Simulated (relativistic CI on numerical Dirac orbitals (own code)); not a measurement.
**Radial parameters of In3+**

Method of calculation: Dirac-Coulomb-Breit CI, orbitals from a KLI potential per configuration, a model potential for QED, valence Slater integrals scaled by 0.85, P86 correlation energy added to each configuration (own radial code, finite nucleus).

Slater integrals F^k, G^k are unscaled and averaged over j, outside the closed core [Kr]; ζ comes from projecting the Hamiltonian with its Breit term on Σ l·s of the shell.

- 4d⁹5s: ζ(4d) = 2745.4, G^2(4d,5s) = 16158 cm⁻¹; <r>(4d) = 1.123, <r^2>(4d) = 1.485, <r>(5s) = 2.185, <r^2>(5s) = 5.36 (bohr units).
- 4d⁹4f: ζ(4d) = 2779.2, F^2(4d,4f) = 14455, F^4(4d,4f) = 6695.1, G^1(4d,4f) = 11057, G^3(4d,4f) = 6345.1, G^5(4d,4f) = 4335.6, ζ(4f) = -32.519 cm⁻¹; <r>(4d) = 1.114, <r^2>(4d) = 1.455, <r>(4f) = 3.902, <r^2>(4f) = 17.68 (bohr units).
- 4d⁹5p: ζ(4d) = 2777.5, F^2(4d,5p) = 27780, G^1(4d,5p) = 9882.3, G^3(4d,5p) = 8829, ζ(5p) = 3693.7 cm⁻¹; <r>(4d) = 1.119, <r^2>(4d) = 1.472, <r>(5p) = 2.571, <r^2>(5p) = 7.435 (bohr units).

In this model ζ of a weakly bound d, f or g electron outside closed shells comes out too small, for d by up to a factor of two or three and at times with the wrong sign; that of an outer p electron is too small as well.

Correlation outside the listed configurations is missing or only estimated: errors of thousands of cm⁻¹ between configurations and terms are usual at this charge. Rates and lifetimes follow the computed energies and can be off by large factors. The fine structure of a lone outer electron comes out too small, for d and f at times inverted, and misplaced configurations move strength between like terms. 46 of the 69 excited levels that our extract of the measured tables holds in this range could be paired (the sources list more); they are missed by 5231 cm⁻¹ on average and 12329 at most, and levels without a partner can miss by more.

Averages of the first 10 configurations, taken without configuration mixing, which lowers the lowest level and can move excited configurations by several eV; other configurations of the list can lie among them:

| Configuration | Parity | States | Average energy above the lowest level (eV) |
| --- | --- | --- | --- |
| 4d¹⁰ | even | 1 | 0.4 |
| 4d⁹5s | even | 20 | 17.5 |
| 4d⁹4f | odd | 140 | 42.3 |
| 4d⁹5p | odd | 60 | 26.1 |
| 4d⁹5d | even | 100 | 36.7 |
| 4d⁹6s | even | 20 | 37.6 |
| 4d⁸5s² | even | 45 | 38.2 |
| 4d⁹6p | odd | 60 | 40.6 |
| 4d⁸4f² | even | 4095 | 90.1 |
| 4d⁹6d | even | 100 | 44.9 |
